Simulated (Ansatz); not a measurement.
`CN[SiH2]NC` → `CN[SiH2]CN`  (isomerisation)

Calculated with Ansatz (gas phase, PBE0-D4/def2-TZVP geometries, no zero-point term in ΔE). CBS: MP2 limit from def2 TZ/QZ plus the TZ coupled-cluster correction, frozen cores. Functionals use def2-TZVPP. B3LYP here is the variant with VWN-RPA as its local correlation; programs differ in this. Each species was taken in one conformer, which may not be the lowest.

```json
{"level": "B3LYP-D4", "ΔE (eV)": "0.78"}
{"level": "ωB97X-V", "ΔE (eV)": "0.75"}
{"level": "B3LYP", "ΔE (eV)": "0.80"}
{"level": "HF/def2-TZVPP", "ΔE (eV)": "0.88"}
```

(1) What does CCSD(T)/CBS give? (An estimate is asked.)

Largest T1 diagnostic among the species: 0.010.

Answers

(1) Ansatz gave: +0.77 eV. The listed levels differ from it by 0.01, -0.02, 0.03, 0.11 eV.

In def2-TZVPP, CCSD(T) changes the Hartree–Fock value by −0.11 eV (the triples alone add −0.01 eV) and MP2 by −0.09 eV.
